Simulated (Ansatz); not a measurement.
`C=NC(F)[SiH2]N` + `[OH][AlH][Cl]` → `N[SiH2][Al]([OH])[Cl]` + `C=NCF`  (formal exchange of groups at the Si–C bond)

Program: Ansatz. Geometries: PBE0-D4/def2-TZVP. ΔE: electronic, gas phase. CBS: MP2 limit from def2 TZ/QZ plus the TZ coupled-cluster correction, frozen cores. This one scheme is used for every species. Functionals use def2-TZVPP. One conformer a species, not always the lowest.

Question: Is it downhill or uphill in electronic energy at CCSD(T)/CBS, and by how much? (Estimate.)

Answer: Ansatz gave: Downhill: ΔE = -0.06 eV.

Question: What do these levels give: PBE-D4, PBE0-D4, ωB97X-V, ωB97M-V, B2PLYP, PBE, r2SCAN, PBE0, CCSD(T)/def2-TZVPP, HF/def2-QZVPP, MP2/def2-QZVPP, SCS-MP2/def2-QZVPP? (Best estimate.)

Answer: Computed: PBE-D4 -0.16, PBE0-D4 -0.16, ωB97X-V -0.06, ωB97M-V 0.02, B2PLYP -0.06, PBE -0.19, r2SCAN -0.07, PBE0 -0.18, CCSD(T)/def2-TZVPP -0.08, HF/def2-QZVPP -0.09, MP2/def2-QZVPP 0.01, SCS-MP2/def2-QZVPP -0.01 eV.

Largest T1 diagnostic among the species: 0.013.

The D4 term adds +0.05 eV with B3LYP and +0.03 eV with PBE0; it sums over pairs of atoms, weighted by their polarisabilities, and B3LYP, whose exchange is more repulsive, gets the larger term.

B3LYP here is the variant with VWN-RPA as its local correlation; programs differ in this.
